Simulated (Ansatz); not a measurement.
Geometry optimisation, RKS PBE0/def2-SVP (Ansatz).

The input (input.yaml):

```yaml
crystal:
  periodic: [false, false, false]
  atoms:
    - { symbol: Si, position_ang: [0.0, 0.0, 0.0] }
    - { symbol: F, position_ang: [0.0, 0.0, 1.94] }
    - { symbol: Cl, position_ang: [2.0086, 0.0, -0.7093] }
    - { symbol: Cl, position_ang: [-1.0032, 1.7381, -0.7093] }
    - { symbol: Cl, position_ang: [-1.0032, -1.7381, -0.7093] }
    - { symbol: P, position_ang: [-2.3535, 0.0, 0.782] }
    - { symbol: H, position_ang: [-3.1199, -0.8853, -0.0213] }
    - { symbol: H, position_ang: [-2.4033, -0.4268, 2.1354] }
    - { symbol: H, position_ang: [-1.1633, 0.0, 1.8666] }
basis:
  gaussian: { orbitals: def2-SVP }
hamiltonian:
  xc: pbe0
relax:
  f_tol: 0.15
  max_steps: 25
  restrain:
    - { distance: [0, 5], at: 3.38, k: 30.0 }
    - { distance: [8, 1], at: 2.12, k: 30.0 }
    - { distance: [0, 1], at: 1.59, k: 30.0 }
    - { distance: [8, 5], at: 1.42, k: 30.0 }
```

Run as:

```bash
$ ansatz run input.yaml --threads 4 --pin off --max-ram 5120MiB --backend cpu --events-out ev --progress --plain --runs-dir out
```

Task: Where does it end, and by what steps?

Result: The forces met the threshold. The restraints hold the end off the free minimum; the threshold counts their pulls, which the force column leaves out. Restrained pairs: Si1–P6 (2.48 → 3.39 Å), F2–H9 (1.17 → 2.13 Å), Si1–F2 (1.94 → 1.60 Å), P6–H9 (1.61 → 1.42 Å). After 19 steps the energy has fallen by 6.397 eV (the restraints' own energy left out); H8 moved furthest, 1.29 Å.

| step | energy less start (eV) | largest force component (eV/Å) | accepted |
| --- | --- | --- | --- |
| 0 | 0.0000 | 3.796 | yes |
| 1 | -1.0560 | 3.454 | yes |
| 2 | -2.2717 | 4.385 | yes |
| 3 | -3.6832 | 3.667 | yes |
| 4 | -5.1144 | 1.795 | yes |
| 5 | -5.7952 | 1.100 | yes |
| 6 | -6.0669 | 1.134 | yes |
| 7 | -6.1699 | 1.062 | yes |
| 8 | -6.2208 | 0.948 | yes |
| 9 | -6.2575 | 0.931 | yes |
| 10 | -6.2785 | 0.749 | yes |
| 11 | -6.2898 | 0.755 | yes |
| 12 | -6.3029 | 0.865 | no |
| 13 | -6.2957 | 0.787 | yes |
| 14 | -6.3061 | 0.797 | yes |
| 15 | -6.3171 | 0.853 | yes |
| 16 | -6.3307 | 0.976 | yes |
| 17 | -6.3707 | 0.528 | yes |
| 18 | -6.3871 | 0.535 | yes |
| 19 | -6.3967 | 0.442 | yes |

```xyz
9
Properties=species:S:1:pos:R:3
Si 0.383 0.166 -0.263
F 0.298 0.069 1.331
Cl 2.359 0.148 -0.743
Cl -0.437 1.906 -0.893
Cl -0.497 -1.457 -1.104
P -2.701 -0.225 1.100
H -3.311 -1.515 1.039
H -3.509 0.239 2.183
H -1.621 -0.643 1.924
```

Time of the run: 33 s on 4 threads of Intel(R) Xeon(R) Platinum 8559C (Emerald Rapids), on a shared host, peak memory 0.35 GiB.
